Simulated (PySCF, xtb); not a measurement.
Cd(I)2 anion (CdI2), SMILES [I][Cd][I] (connectivity only; charge and spin as stated), charge -1, multiplicity 2.

Harmonic wavenumbers (cm⁻¹) from GFN2-xTB (xtb) at its own minimum, in rising order: 31, 107, 115.

Q: What does PBE0-D3(BJ)/def2-SVPD (PySCF) give at its own minimum? (Estimate from the structure and the level; the computed values follow.)

A: 31, 117, 142. Paired by order, the mean absolute difference is 12 cm⁻¹ and the zero-point energies are 0.4 and 0.4 kcal/mol.
